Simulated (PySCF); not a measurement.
Compound: C₆H₁₈N₂Si.
Numbering: `[CH3:1][CH2:2][CH:3]([CH2:4][CH3:5])[Si@@H:6]([NH2:7])[NH:8][CH3:9]` (hydrogens: H10, H11, H12 on C1; H13, H14 on C2; H15 on C3; H16, H17 on C4; H18, H19, H20 on C5; H21 on Si6; H22, H23 on N7; H24 on N8; H25, H26, H27 on C9)

Cartesian coordinates in Å at the GFN2-xTB level; atoms count from 1:
```
atom  x, y, z in Å
C1    -1.4770   -2.1882   -0.0772
C2    -1.8068   -0.7033   -0.1481
C3    -0.7873    0.1657    0.5902
C4    -1.3300    1.5805    0.8043
C5    -1.5880    2.3512   -0.4841
Si6    0.9139    0.1730   -0.2635
N7     1.7981    1.5429    0.3243
N8     1.7329   -1.2912    0.1202
C9     3.0728   -1.5647   -0.3317
H10   -1.4351   -2.5215    0.9581
H11   -0.5141   -2.3835   -0.5398
H12   -2.2380   -2.7719   -0.5921
H13   -2.7980   -0.5408    0.2892
H14   -1.8565   -0.4046   -1.1964
H15   -0.6670   -0.2656    1.5905
H16   -0.6180    2.1363    1.4177
H17   -2.2679    1.5251    1.3680
H18   -0.6859    2.4096   -1.0879
H19   -1.9199    3.3633   -0.2576
H20   -2.3621    1.8686   -1.0749
H21    0.7895    0.1363   -1.7344
H22    2.7879    1.5740    0.1418
H23    1.4094    2.4680    0.2463
H24    1.5509   -1.7185    1.0146
H25    3.2419   -2.6425   -0.3835
H26    3.8388   -1.1264    0.3192
H27    3.1956   -1.1454   -1.3275
```

Computed at PBE0/pcSseg-1 (PySCF, non-relativistic), with Q(14N) = 0.02044 b: N7, 14N (I = 1): χzz = -4.417 MHz, η = 0.394; N8, 14N (I = 1): χzz = -5.057 MHz, η = 0.397.

Task: Where would the pure quadrupole (NQR) lines of 14N at N7 fall for the rigid, isolated species?

Result: From ν± = (3/4)|χ|(1 ± η/3) and ν0 = |χ|η/2: ν+ 3.748 MHz, ν− 2.878 MHz, ν0 0.870 MHz (silicon-bound nitrogen).

Task: Find the zero-field quadrupole resonance frequencies of 14N at N8.

Result: From ν± = (3/4)|χ|(1 ± η/3) and ν0 = |χ|η/2: ν+ 4.295 MHz, ν− 3.290 MHz, ν0 1.005 MHz (silicon-bound nitrogen).

In a crystal, neighbours and librations shift these lines. GFN2-xTB bond lengths can be off by several hundredths of an ångström, more for odd bonds, and the gradients follow them. A larger basis could move these couplings by a tenth or more.

These values come from a run that also computed NMR shieldings. Time: 1.9 min of wall time; peak memory 1.1 GiB. Hardware: one thread of an Arm Neoverse N1, no GPU (shared host).

One conformer stands for the species.
